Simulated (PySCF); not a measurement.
## C₆ coefficients of unlike pairs at PBE0

Calculated with PySCF 2.14 from the dipole response of each species, C₆(A,B) = (3/π) ∫ α_A(iu) α_B(iu) du, in atomic units, from isotropic polarisabilities. For ions this is the dispersion term alone; charge-induced terms of lower order in 1/R come first.

| species | configuration | basis | relativity | α (bohr³) | C₆ (like pair) |
| --- | --- | --- | --- | --- | --- |
| Ne³⁺ | [He] 2s2 2p3 (4S) | dyall-av3z (15s9p3d2f) | spin-free X2C | 0.6886 | 0.6047 |
| Os³⁺ | [Xe] 4f14 5d5 (6S) | x2c-TZVPPall with one added diffuse shell each of s, p, d, f type (12s8p8d4f1g) | spin-free X2C | 6.915 | 37.75 |
| Ni⁺ | [Ar] 3d9 (2D) | def2-TZVPPD (6s6p4d2f1g) | none | 6.025 | 13.29 |
| Co | [Ar] 3d7 4s2 (4F) | aug-cc-pVDZ (7s6p4d2f) | none | 58.88 | 507.5 |

Task: Estimate C₆ for Ni⁺ with Os³⁺.

Result: The integral gives 21.62. The combination rule 2 C_A C_B / (C_A α_B/α_A + C_B α_A/α_B) gives 20.84 and the geometric mean 22.40.

No spin-orbit coupling is included.

The other pairs:

```
      pair     C₆
 Ni⁺, Ne³⁺  2.633
  Co, Ne³⁺  11.62
Os³⁺, Ne³⁺  4.650
   Co, Ni⁺  72.96
  Co, Os³⁺  106.5
```
